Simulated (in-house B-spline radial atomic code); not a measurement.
One electron outside the [Ar] 3d10 4s2 4p6 core: Mo VI (Mo5+)

Computed with a B-spline radial code for spherical atoms, no-pair Dirac-Coulomb Hamiltonian, finite nucleus. Rungs: frozen-core Dirac-Hartree-Fock (DHF); Brueckner orbitals from the second-order correlation potential; the same with the Coulomb interaction screened by the core and the hole-particle interaction summed; Breit and QED terms from differences of relaxed Dirac-Fock atoms, where computed. Partial waves beyond l = 6 are extrapolated. The tables show a selection of states; those near core-excited levels, with erratic corrections or far from their DHF start are never shown.

The lowest nd levels tend to come out too strongly bound in this method, by some 0.05 to 0.2 eV for each d electron where measurements exist, which shifts their lines and rates.

Command:
```bash
python run_mb.py task.json out
```
Settings (nuclear radius in fm, box in bohr, cutoff in hartree):
```
basis_form          2
Z                   42
core_configuration  [Ar] 3d10 4s2 4p6
rms_radius          4.4091
mass_number         98
speed_of_light      137.036
box_radius          40.2
lmax                6
intervals           67
virtual_cutoff      3528.0
```

Run time, properties included: 2.7 min on 1 thread of Arm Neoverse V1, with other jobs on the host.

Removal energies (eV):

| state | DHF | second order | screened | Breit + QED | final |
| --- | --- | --- | --- | --- | --- |
| 4d3/2 | 67.2419 | 69.172 | 68.9913 | 0.00693 | 68.9982 |
| 4d5/2 | 66.9347 | ? | ? | ? | ? |
| 5s1/2 | 52.8744 | ? | ? | ? | ? |
| 5p1/2 | 45.3026 | 46.4033 | 46.2306 | -0.0191 | 46.2115 |
| 5p3/2 | 44.7199 | 45.7751 | 45.6083 | -0.0108 | 45.5975 |

Task: What does correlation do to 5s1/2?

Result: It adds 1.38 eV to the removal energy in second order and 1.138 eV with screening; Breit and QED add -0.0268 eV, for a final 53.9856 eV.

Task: What does correlation do to 4d5/2?

Result: It adds 1.897 eV to the removal energy in second order and 1.722 eV with screening; Breit and QED add 0.0195 eV, for a final 68.6763 eV.

Task: How does the lowest state compare with the NIST ionisation energy?

Result: 4d3/2 is bound by 68.998 eV, without recoil; NIST lists 68.82704 ± 0.00021 eV (measured), a difference of +0.17 eV.

Electric-dipole lines from 4d3/2 (reduced matrix elements in atomic units, length form, static core polarisation, sign of DHF taken positive):

```csv
upper,DHF,+ core polarisation,+ Brueckner,λ (nm),A (s⁻¹)
5p1/2,1.091,1.006,0.9837,54.411,6.09e+09
5p3/2,0.4712,0.4363,0.4264,52.983,6.19e+08
```

Magnetic hyperfine constants per unit nuclear g factor (MHz, nucleus as a uniformly magnetised ball; they apply to isotopes with nuclear spin):

```csv
state,DHF,+ core polarisation,+ Brueckner
5s1/2,14140,16060,17040
5p1/2,3443,3908,4234
5p3/2,586.7,765.9,825.1
```

Task: What is the static scalar polarisability of 4d3/2?

Result: 2.326 bohr³: 1.789 from the core and 0.5371 from the valence electron, Pauli blocking included.
